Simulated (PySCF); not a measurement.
**UHF on Pb²⁺ (lead, charge +2)**

Configuration: [Xe] 4f14 5d10 6s1 6p1, high-spin 3P determinant (an excited configuration). Computed with PySCF 2.14 in x2c-TZVPPall (11s7p6d3f, 83 functions), with the spin-free X2C one-electron Hamiltonian (Gaussian nucleus).

| Item | Value |
| --- | --- |
| Total energy | -20878.867737 hartree |
| One-electron energy | -28516.2824 hartree |
| Hartree (Coulomb) energy | 8026.1990 hartree |
| Exchange energy | -388.7843 hartree |
| ⟨S²⟩ | 2.0030 |
| ⟨L²⟩ | 2.020 |
| Sum of ⟨r⟩ | 42.74 bohr |
| Sum of ⟨r²⟩ | 48.74 bohr² |
| Traceless quadrupole moment −½Σ⟨3z² − r²⟩ along its main axis | -3.58 e·bohr² |
| Langevin diamagnetic susceptibility | -38.6 ×10⁻⁶ cm³/mol |

```csv
shell,electrons,mean orbital energy (hartree),spread (hartree),"rms radius, mean of both spins (bohr)"
1s α,1,-3252.81533,0,0.0181
1s β,1,-3252.81018,0,0.0181
2s α,1,-588.13491,0,0.0730
2s β,1,-588.13187,0,0.0730
2p α,3,-507.08960,0.00036,0.0673
2p β,3,-507.08851,0.00215,0.0673
3s α,1,-144.38097,0,0.186
3s β,1,-144.37564,0,0.186
3p α,3,-120.67521,0.00175,0.189
3p β,3,-120.67246,0.00511,0.189
3d α,5,-95.20534,0.00376,0.173
3d β,5,-95.20473,0.00450,0.173
4s α,1,-34.66129,0,0.408
4s β,1,-34.65207,0,0.408
4p α,3,-26.72529,0.00407,0.435
4p β,3,-26.72060,0.00997,0.435
4d α,5,-17.09767,0.00831,0.462
4d β,5,-17.09574,0.01003,0.462
5s α,1,-6.82610,0,0.916
5s β,1,-6.80444,0,0.916
4f α,7,-6.51927,0.00983,0.494
4f β,7,-6.51747,0.01133,0.494
5p α,3,-4.52714,0.00426,1.04
5p β,3,-4.51740,0.02119,1.04
5d α,5,-1.75913,0.01387,1.37
5d β,5,-1.73743,0.02762,1.37
6s α,1,-1.22774,0,2.35
6p α,1,-0.82658,0,2.91
```

Spin-orbit coupling, absent here, splits the open shell strongly.

Densities and radii are taken from the X2C orbitals without a picture-change correction, which distorts them close to the nucleus.

Spin-orbit constants ζ (cm⁻¹) from the X2C one-electron operator on these orbitals: bare nucleus, nucleus screened by l(l+1)(2l+1)/3 electrons, and screened by the Breit-Pauli mean field of the electrons.

| shell | bare | screened nucleus | mean field |
| --- | --- | --- | --- |
| 2p | 10790000 | 10530000 | n/a |
| 3p | 2439000 | 2380000 | n/a |
| 3d | 375200 | 329400 | n/a |
| 4p | 588500 | 574200 | n/a |
| 4d | 81900 | 71910 | n/a |
| 4f | 17210 | 11330 | n/a |
| 5p | 101800 | 99280 | n/a |
| 5d | 9215 | 8091 | n/a |
| 6p | 10810 | 10540 | n/a |

To first order the Landé constant is A = 5271 cm⁻¹, so the lowest level has J = 0 and lies 1.31 eV below the centre of the term. This holds in LS coupling only.
